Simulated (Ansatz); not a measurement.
`O[SiH2][O][GeH2][OH]` + H₂ → `[OH][GeH2][O][SiH3]` + H₂O  (hydrogenolysis of the Si–O bond)

Program: Ansatz. Geometries: PBE0-D4/def2-TZVP. ΔE: electronic, gas phase. CCSD(T)/CBS adds triple-zeta CCSD(T) − MP2 to the extrapolated MP2 energy (def2 sets, frozen cores). This one scheme is used for every species. DFT in def2-TZVPP. For Ge outer-core shells are correlated without core-valence functions, which leaves a few kJ/mol of doubt a bond. Scalar relativity is left out up to krypton. One conformer a species, not always the lowest.

`O[SiH2][O][GeH2][OH]`:

Cartesian coordinates in Å:
```
O -2.453 0.060 -0.928
Si -0.889 0.497 -1.170
O -0.035 0.551 0.219
Ge 0.881 -0.636 1.165
O 2.583 -0.517 0.700
H -3.028 0.685 -0.483
H -0.817 1.857 -1.758
H -0.353 -0.543 -2.079
H 0.463 -2.060 0.795
H 0.676 -0.229 2.631
H 2.972 0.335 0.909
```

H₂:

```xyz
2

H     0.073    0.183    0.317
H    -0.073   -0.183   -0.317
```

`[OH][GeH2][O][SiH3]`:

Z-matrix (Å, degrees):
```
Ge
O 1 1.769
O 1 1.771 2 108.9
H 1 1.530 2 110.0 3 -114.4
H 1 1.534 2 105.0 3 119.8
Si 2 1.638 1 134.0 3 55.1
H 3 0.960 1 113.2 2 67.9
H 6 1.490 2 110.9 1 36.0
H 6 1.487 2 110.9 1 -84.7
H 6 1.485 2 108.1 1 155.8
```

H₂O:

Z-matrix (Å, degrees):
```
O
H 1 0.960
H 1 0.960 2 105.1
```

```tsv
level	ΔE (eV)
PBE-D4	0.90
r2SCAN-D4	1.00
B2PLYP	0.96
PBE	0.87
HF/def2-TZVPP	0.88
SCS-MP2/def2-TZVPP	0.96
CCSD/def2-TZVPP	0.91
MP2/def2-QZVPP	1.00
```

**Question.** What does CCSD(T)/CBS give? (Estimate.)

**Answer.** Computed: +0.94 eV. The listed levels differ from it by -0.04, 0.06, 0.02, -0.07, -0.06, 0.02, -0.03, 0.06 eV.

Largest T1 diagnostic among the species: 0.012.

The D4 term adds +0.04 eV with B3LYP and +0.02 eV with PBE0; it sums over pairs of atoms, weighted by their polarisabilities, and B3LYP, whose exchange is more repulsive, gets the larger term. In def2-TZVPP, CCSD(T) changes the Hartree–Fock value by +0.06 eV (the triples alone add +0.02 eV) and MP2 by +0.12 eV.

B3LYP here is the variant with VWN-RPA as its local correlation; programs differ in this.
